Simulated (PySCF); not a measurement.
Spinor energies of Zr (zirconium, neutral)

Start: [Kr] 4d3 5s1; 4d5/2 filled at m_j = +1/2, +3/2, +5/2; 5s1/2 filled at m_j = +1/2. Calculated with PySCF 2.14 in x2c-SVPall-2c with one added diffuse shell each of s, p, d type (7s9p7d1f, 76 functions): generalised Hartree-Fock with the X2C-1e Hamiltonian and a Gaussian nucleus; one run each with spin-orbit coupling (SO) switched off, then screened by Boettger's factors. This is a chosen level, not necessarily the ground level.

| spinor shell | electrons | ε, spin-free (eV) | ε, screened SO (eV) | weight of nominal j (screened SO) | rms radius, screened SO (bohr) |
| --- | --- | --- | --- | --- | --- |
| 1s1/2 | 2 | -18092.1 | -18091.4 | 1.000 | 0.0426 |
| 2s1/2 | 2 | -2575.2 | -2575.0 | 1.000 | 0.176 |
| 2p1/2 | 2 | -2290.7 | -2350.0 | 1.000 | 0.154 |
| 3s1/2 | 2 | -450.63 | -450.62 | 1.000 | 0.488 |
| 3p1/2 | 2 | -355.02 | -364.88 | 1.000 | 0.489 |
| 3p3/2 | 4 | -355.02 | -350.40 | 1.000 | 0.500 |
| 3d3/2 | 4 | -197.93 | -199.43 | 0.991 | 0.494 |
| 3d5/2 | 6 | -197.93 | -196.96 | 0.994 | 0.497 |
| 4s1/2 | 2 | -65.369 | -65.393 | 1.000 | 1.30 |
| 4p3/2 | 4 | -38.175 | -37.375 | 0.877 | 1.49 |
| 4p1/2 | 2 | -38.175 | -39.930 | 0.753 | 1.49 |
| 4d5/2 | 3 | -6.548 | -6.539 | 0.783 | 2.68 |
| 5s1/2 | 1 | -5.940 | -5.949 | 0.996 | 4.30 |

**Question.** Where does 2p3/2 lie, and what is the 2p spin-orbit splitting (screened SO)?

**Answer.** At -2262.7 eV, 87.295 eV above 2p1/2.

| quantity | spin-free | screened SO |
| --- | --- | --- |
| E (hartree) | -3595.70145 | -3596.02941 |
| M_J | 5 | 5 |
| ⟨J²⟩ | 30.012 | 30.012 |
| ⟨L²⟩ | 12.008 | 12.026 |
| ⟨S²⟩ | 6.004 | 6.006 |

Each row is a mean over spinors that exchange with the open shell spreads, by up to 4.894 eV (4p3/2).

Rows whose weight is well below 1 are mixtures of j = l ± 1/2: exchange outweighs spin-orbit coupling there, and the label is only the starting occupation.

Breit and QED terms are absent; they matter most for the inner s and p1/2 levels.

Densities and radii are taken from the X2C orbitals without a picture-change correction, which distorts them close to the nucleus.

Without spin-orbit coupling the j labels of p, d and f shells carry no meaning; the spin-free column gives the mean over the occupied spinors of each nl shell.
